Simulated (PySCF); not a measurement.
C₂H₉FOSi₂, SMILES C[Si@@H]([C@H](F)[SiH3])O.

Geometry: r2SCAN-D4/def2-SVP. The structure was generated by enumeration; whether it is a known compound was not checked. The values are those of a single conformer.

The numbers are results of PBE/def2-TZVP in PySCF, not measurements.

Gas-phase values at a fixed geometry.

| Item | Result |
|---|---|
| total energy | -835.25325 hartree |
| highest occupied level | -6.73 eV |
| lowest empty level | -0.76 eV |
| orbital gap | 5.97 eV |
| dipole moment | 0.400 e·Å |
| quadrupole, principal values (traceless, Buckingham form, about the centre of nuclear charge) | -7.27, -2.51, 9.78 D·Å |
| mean static polarisability | 83.4 bohr³ (12.35 Å³) |
| polarisability, principal values | 75.0, 78.9, 96.2 bohr³ |
